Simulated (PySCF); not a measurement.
# What a mistake does to a calculation on AlBGeH3N

Calculated results; nothing here was measured. The program is PySCF 2.14.0, an open-source quantum chemistry code, run on an isolated molecule that a program drew, which may never have been made. The molecule is AlBGeH3N (charge 0, singlet), drawn as the SMILES string `[BH2][Ge][Al]=[NH]`.

Each row is a Hartree-Fock (HF) and frozen-core CCSD(T) single point in the cc-pV(D+d)Z basis, meant for a local HF minimum. Run 1 is clean. Each other run has one planted mistake out of seven kinds, and not every kind appears here: one electron removed, one electron added, multiplicity raised by two, geometry at a saddle point, minimal basis STO-3G, one bond length entered in bohr, all coordinates scaled. The reference is restricted for singlets and unrestricted otherwise, and also for a bond in bohr. Adding or removing an electron swaps singlet and doublet. Electrons count all cores. HOMO and LUMO are orbital energies over both spins, the gradient is its largest component, and the lowest frequency (negative if imaginary) is given only where the gradient is small. Bond lengths are over the 6 bonds as drawn. T1 is the CCSD diagnostic: over 0.02 (restricted) or 0.045 (unrestricted) a single reference is doubtful. Germanium has the cc-pVDZ-PP basis, with a core potential (ECP10MDF) in place of its 10 inner electrons, and its 3s, 3p and 3d shells are frozen in CCSD(T).

Geometry of the clean run:
```xyz
7
AlBGeH3N, angstrom
B    -1.2230    1.1468    2.4583
Ge   -1.5201    2.2573    0.7588
Al    0.9248    1.7123    0.3081
N     2.4576    1.4064   -0.0314
H    -1.4435   -0.0342    2.4649
H    -0.8751    1.6742    3.4802
H     3.4056    1.2265   -0.2576
```

| run | electrons | basis functions | <S^2> | HOMO (eV) | LUMO (eV) | gradient (hartree/bohr) | lowest frequency (cm^-1) | mean bond (Å) | longest bond (Å) | T1 | HF (hartree) | CCSD(T) (hartree) | mistake |
|---|---|---|---|---|---|---|---|---|---|---|---|---|---|
| 1 | 60 | 89 | 0.000 | -8.83 | -0.69 | 3.2e-05 | 83 | 1.5984 | 2.545 | 0.0316 | -616.09265 | -616.54196 | no fault |
| 2 | 60 | 89 | 0.000 | -7.79 | -0.91 | 4.1e-05 | -157 | 1.5458 | 2.375 | 0.0378 | -616.05572 | -616.50746 | geometry at a saddle point |
| 3 | 60 | 89 | 0.000 | -8.71 | -0.72 | 1.8e-02 | - | 1.6223 | 2.583 | 0.0325 | -616.09126 | -616.54304 | all coordinates scaled |
| 4 | 59 | 89 | 0.784 | -13.92 | -5.09 | 8.4e-02 | - | 1.5984 | 2.545 | 0.0274 | -615.86678 | -616.25168 | ? |
| 5 | 61 | 89 | 0.763 | -2.20 | 5.81 | 3.1e-02 | - | 1.5984 | 2.545 | 0.0261 | -616.14474 | -616.60263 | ? |

**Which mistake was planted in run 4, and what did it cost?**

It counts 59 electrons, one fewer than the clean run, at the same geometry and basis. So the mistake is: one electron removed. Subtracting run 1 and multiplying by 627.51 kcal/mol a hartree, the energy moved by 141.7 kcal/mol in HF and 182.2 kcal/mol in CCSD(T).

**Which mistake was planted in run 5, and what did it cost?**

It counts 61 electrons, one more than the clean run, at the same geometry and basis. So the mistake is: one electron added. Subtracting run 1 and multiplying by 627.51 kcal/mol a hartree, the energy moved by -32.7 kcal/mol in HF and -38.1 kcal/mol in CCSD(T).

Cautions from the logs. Run 1: T1 is over the limit, so its CCSD(T) energy is less reliable; run 2: T1 is over the limit, so its CCSD(T) energy is less reliable; run 3: T1 is over the limit, so its CCSD(T) energy is less reliable.
